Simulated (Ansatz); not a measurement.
```yaml
crystal:
  periodic: [false, false, false]
  atoms:
    - {symbol: N, position_ang: [-1.284626, 2.880103, 0.773716]}
    - {symbol: Nb, position_ang: [0.380706, -0.663215, -0.949414]}
    - {symbol: O, position_ang: [2.158903, -2.917511, 2.024220]}
    - {symbol: S, position_ang: [-3.209311, -2.935458, -2.958347]}
    - {symbol: Cl, position_ang: [3.873605, 0.584074, -4.398526]}
    - {symbol: H, position_ang: [-0.145241, 4.177972, 2.178984]}
    - {symbol: H, position_ang: [-3.356767, 3.628334, 0.503191]}
    - {symbol: H, position_ang: [1.785572, -4.880142, 2.703196]}
basis:
  gaussian: {orbitals: def2-SVP}
hamiltonian: {xc: {name: B3LYP5}}
output: {forces: true}
```

```sh
$ ansatz run in.yaml --threads 4 --pin off --events-out ev --progress --plain --max-ram 10444MiB
```

Shortened log:

```
Functional definition: B3LYP5
1065 factors; integrals over basis functions are off by at most 8.5e-4 eV
mean field evaluation 1: about -28339.9455 eV, gradient 1.2e2 eV
mean field evaluation 2: about -26353.2434 eV, gradient 3.1e2 eV
mean field evaluation 4: about -28173.9013 eV, gradient 1.4e2 eV
mean field evaluation 8: about -28443.3947 eV, gradient 1.1e1 eV
mean field evaluation 16: about -28445.8267 eV, gradient 5.3e-1 eV
mean field evaluation 32: about -28445.9961 eV, gradient 1.0e-2 eV
mean field evaluation 96: about -28445.9947 eV, gradient 3.1e-2 eV
mean field evaluation 128: about -28445.9960 eV, gradient 1.3e-2 eV
mean field evaluation 224: about -28445.9932 eV, gradient 2.5e-1 eV
mean field evaluation 288: about -28445.9703 eV, gradient 7.4e-3 eV
mean field -28445.99614508 eV, -1045.3710769431 hartree, gradient 4.4e-9 eV, S^2 0.000000; 10 other end points of the search recorded, 0 dependent functions left out
reference -28445.99663992 eV, -1045.3710951279 hartree; 32, 32 occupied and 78, 78 virtual orbitals, 1065 factors
Total energy: -28445.99663992 eV, -1045.3710951279 hartree
Atom 0 at    -1.284626     2.880103     0.773716 Å, force    -0.887474     2.065462     1.025086 eV/Å
Atom 1 at     0.380706    -0.663215    -0.949414 Å, force     0.030452    -0.300309     0.158334 eV/Å
Atom 2 at     2.158903    -2.917511     2.024220 Å, force    -0.743782    -2.494706     0.609708 eV/Å
Atom 3 at    -3.209311    -2.935458    -2.958347 Å, force     0.367288     0.242445     0.207362 eV/Å
Atom 4 at     3.873605     0.584074    -4.398526 Å, force    -0.279899    -0.086827     0.271051 eV/Å
Atom 5 at    -0.145241     4.177972     2.178984 Å, force    -1.587570    -1.519530    -1.691316 eV/Å
Atom 6 at    -3.356767     3.628334     0.503191 Å, force     2.620177    -0.814603     0.500061 eV/Å
Atom 7 at     1.785572    -4.880142     2.703196 Å, force     0.480809     2.908068    -1.080284 eV/Å
Dipole moment:    -1.021880     0.040480     0.479108 e Å
```

(1) Something in this input is off. What?

## Answers

(1) The geometry is stretched to more than twice its size. Self-consistency was reached. The result belongs to that input, not to the molecule as meant.

B3LYP here is the variant with VWN-RPA as its local correlation; programs differ in this.
